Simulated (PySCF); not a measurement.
# Computed records: B2H4NO

All values are calculated (PySCF 2.14.0). Calculation on a computer-drawn molecule: the log of a Hartree-Fock and frozen-core CCSD(T) single point meant for a local Hartree-Fock minimum, with one planted fault or none, to be diagnosed. Offsets are logged minus clean, where the clean run is the same molecule without the fault. The reference is restricted for singlets and unrestricted otherwise, and also for a bond in bohr or an excited solution. Adding or removing an electron swaps singlet and doublet. The excited solution moves the top pair (singlet) or top alpha electron (doublet) to the lowest empty orbital. Highest occupied and lowest empty are orbital energies over both spins, largest force is the largest gradient component, triples share is (T) over the correlation energy, the T1 limit is 0.02 restricted and 0.045 unrestricted, electrons count all cores, a negative frequency is imaginary (commonest isotopes), and the dipole is about the centre of nuclear charge.

Common to all runs: meant charge 0; meant multiplicity 2; meant basis cc-pVDZ; logged electrons 29; logged basis functions 76; logged SCF converged yes; possible faults no fault, one electron removed, one electron added, multiplicity raised by two, geometry at a saddle point, SCF held on an excited solution, minimal basis STO-3G, one bond length entered in bohr, all coordinates scaled.

(1) 
```xyz
8
formula=B2H4NO logged_spin_squared=0.7992 logged_highest_occupied=-6.0167 logged_lowest_empty=0.746 logged_largest_force=0.052293 logged_dipole_magnitude=1.9809 logged_SCF_stable_within_its_kind=no logged_energy_HF=-180.99694
B      1.9935    -1.4113    -2.3627
O      1.1855    -0.6712    -1.5980
B     -0.0754    -0.9976    -1.1118
N     -0.7363    -0.0598    -0.3283
H      3.0716    -1.0065    -2.7180
H     -0.5765    -2.0567    -1.3616
H     -1.6422    -0.2204     0.0555
H     -0.3399     0.8303    -0.1065
```

Units: logged_highest_occupied, logged_lowest_empty in eV; logged_largest_force in hartree/bohr; logged_dipole_magnitude in debye; logged_energy_HF in hartree.

Drawn bonds:
| atom | other atom | order |
| --- | --- | --- |
| 1 | 2 | 1 |
| 2 | 3 | 1 |
| 3 | 4 | 1 |
| 1 | 5 | 1 |
| 3 | 6 | 1 |
| 4 | 7 | 1 |
| 4 | 8 | 1 |

Notes: coupled-cluster numbers left out as unreliable.

(2) 
```xyz
8
formula=B2H4NO logged_spin_squared=0.7535 logged_highest_occupied=-8.7921 logged_lowest_empty=3.0175 logged_largest_force=0.018112 logged_T1_diagnostic=0.017068 logged_D1_diagnostic=0.048805 logged_triples_share=0.02701 logged_CC_converged=yes logged_dipole_magnitude=2.273 logged_SCF_stable_within_its_kind=yes logged_energy_HF=-181.08881 logged_energy_CCSD(T)=-181.63628
B      2.0354    -1.4409    -2.4123
O      1.2104    -0.6853    -1.6315
B     -0.0770    -1.0185    -1.1352
N     -0.7518    -0.0611    -0.3352
H      3.1361    -1.0276    -2.7751
H     -0.5886    -2.0999    -1.3902
H     -1.6767    -0.2250     0.0567
H     -0.3470     0.8477    -0.1088
```

Units: logged_highest_occupied, logged_lowest_empty in eV; logged_largest_force in hartree/bohr; logged_dipole_magnitude in debye; logged_energy_HF, logged_energy_CCSD(T) in hartree.

Drawn bonds:
| atom | other atom | order |
| --- | --- | --- |
| 1 | 2 | 1 |
| 2 | 3 | 1 |
| 3 | 4 | 1 |
| 1 | 5 | 1 |
| 3 | 6 | 1 |
| 4 | 7 | 1 |
| 4 | 8 | 1 |

Question: Which fault was planted in the run of B2H4NO (entry 1)?
Answer: SCF held on an excited solution

Question: B2H4NO (entry 2): planted fault?
Answer: all coordinates scaled, by +2.1 %

Further results for B2H4NO (entry 1):

* HF energy offset from clean run: 59.85 kcal/mol

Further results for B2H4NO (entry 2):

* HF energy offset from clean run: 2.196 kcal/mol
* CCSD(T) energy offset from clean run: -0.3519 kcal/mol
